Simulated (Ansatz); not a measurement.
Geometry optimisation, DFT PBE, scalar-relativistic, plane waves, PAW in Ansatz.

Input file:

```yaml
crystal:
  lattice:
    - [0.0, 5.43, 5.43]
    - [5.43, 0.0, 5.43]
    - [5.43, 5.43, 0.0]
  atoms:
    - { symbol: Si, position: [0.0, 0.0, 0.0] }
    - { symbol: Si, position: [0.125, 0.125, 0.125] }
    - { symbol: Si, position: [0.0, 0.0, 0.5] }
    - { symbol: Si, position: [0.125, 0.125, 0.625] }
    - { symbol: Si, position: [0.0, 0.5, 0.0] }
    - { symbol: Si, position: [0.125, 0.625, 0.125] }
    - { symbol: Si, position: [0.0, 0.5, 0.5] }
    - { symbol: Si, position: [0.125, 0.625, 0.625] }
    - { symbol: Si, position: [0.5, 0.0, 0.0] }
    - { symbol: Si, position: [0.625, 0.125, 0.125] }
    - { symbol: Si, position: [0.5, 0.0, 0.5] }
    - { symbol: Si, position: [0.625, 0.125, 0.625] }
    - { symbol: Si, position: [0.5, 0.5, 0.0] }
    - { symbol: Si, position: [0.625, 0.625, 0.125] }
    - { symbol: Si, position: [0.5, 0.5, 0.5] }
    - { symbol: Si, position: [0.625, 0.625, 0.625] }
    - { symbol: "N", position: [0.8122493, 0.8171991, 0.5602356], spin: 1.0 }
magnetization:
  spin_polarized: true
basis:
  ecutwfc: 420.0
kpoints:
  mp_grid: { grid: [2, 2, 2] }
hamiltonian:
  xc: pbe
  pseudopotentials: { kind: paw, azcp: { folder: soft_1 } }
scf:
  occupations: { method: fermi_dirac, width: 0.05 }
  lower_state_search: "off"
relax:
  f_tol: 0.08
  max_steps: 25
  adjacent_minimum: "off"
```

Command:

```bash
$ ansatz run input.yaml --threads 1 --pin off --max-ram 3072MiB --backend cpu --events-out ev --progress --plain --runs-dir out
```

Q: Where does it end, and by what steps?

A: The forces met the threshold. Limits of this set-up: coarse k mesh, a small cell, in which the defect meets its images. After 15 steps the energy has fallen by 1.469 eV; N17 moved furthest, 1.10 Å. Parted: Si11–Si12 (2.35 → 3.02 Å).

```json
{"step": "0", "energy less start (eV)": "0.0000", "largest force component (eV/Å)": "0.433", "accepted": "yes"}
{"step": "1", "energy less start (eV)": "-0.0772", "largest force component (eV/Å)": "0.214", "accepted": "yes"}
{"step": "2", "energy less start (eV)": "-0.1023", "largest force component (eV/Å)": "0.257", "accepted": "yes"}
{"step": "3", "energy less start (eV)": "-0.1519", "largest force component (eV/Å)": "0.603", "accepted": "yes"}
{"step": "4", "energy less start (eV)": "-0.3179", "largest force component (eV/Å)": "0.890", "accepted": "yes"}
{"step": "5", "energy less start (eV)": "-0.6890", "largest force component (eV/Å)": "1.037", "accepted": "yes"}
{"step": "6", "energy less start (eV)": "-1.0014", "largest force component (eV/Å)": "1.000", "accepted": "yes"}
{"step": "7", "energy less start (eV)": "-1.2209", "largest force component (eV/Å)": "0.330", "accepted": "yes"}
{"step": "8", "energy less start (eV)": "-1.3205", "largest force component (eV/Å)": "0.524", "accepted": "yes"}
{"step": "9", "energy less start (eV)": "-1.3296", "largest force component (eV/Å)": "0.329", "accepted": "yes"}
{"step": "10", "energy less start (eV)": "-1.3649", "largest force component (eV/Å)": "0.415", "accepted": "yes"}
{"step": "11", "energy less start (eV)": "-1.4400", "largest force component (eV/Å)": "0.514", "accepted": "yes"}
{"step": "12", "energy less start (eV)": "-1.4572", "largest force component (eV/Å)": "0.173", "accepted": "yes"}
{"step": "13", "energy less start (eV)": "-1.4658", "largest force component (eV/Å)": "0.095", "accepted": "yes"}
{"step": "14", "energy less start (eV)": "-1.4686", "largest force component (eV/Å)": "0.086", "accepted": "yes"}
{"step": "15", "energy less start (eV)": "-1.4694", "largest force component (eV/Å)": "0.023", "accepted": "yes"}
```

```xyz
17
Lattice="0.0000 5.4300 5.4300 5.4300 0.0000 5.4300 5.4300 5.4300 0.0000" Properties=species:S:1:pos:R:3
Si -0.131 -0.001 -0.015
Si 1.351 1.298 1.267
Si 2.516 2.631 -0.257
Si 3.803 4.157 1.272
Si 2.653 -0.023 2.703
Si 3.981 1.380 4.036
Si 5.192 2.774 2.580
Si 6.604 4.078 3.940
Si 0.256 2.798 2.678
Si 1.394 4.192 4.129
Si 2.497 5.667 2.745
Si 4.632 7.061 4.365
Si 2.643 2.696 5.444
Si 4.005 3.939 6.902
Si 5.363 5.233 5.502
Si 6.566 6.824 6.698
N 8.455 7.047 9.159
```

Run time: 3.2 min on 1 thread of Arm Neoverse V2, with other jobs on the host, peak memory 0.65 GiB.
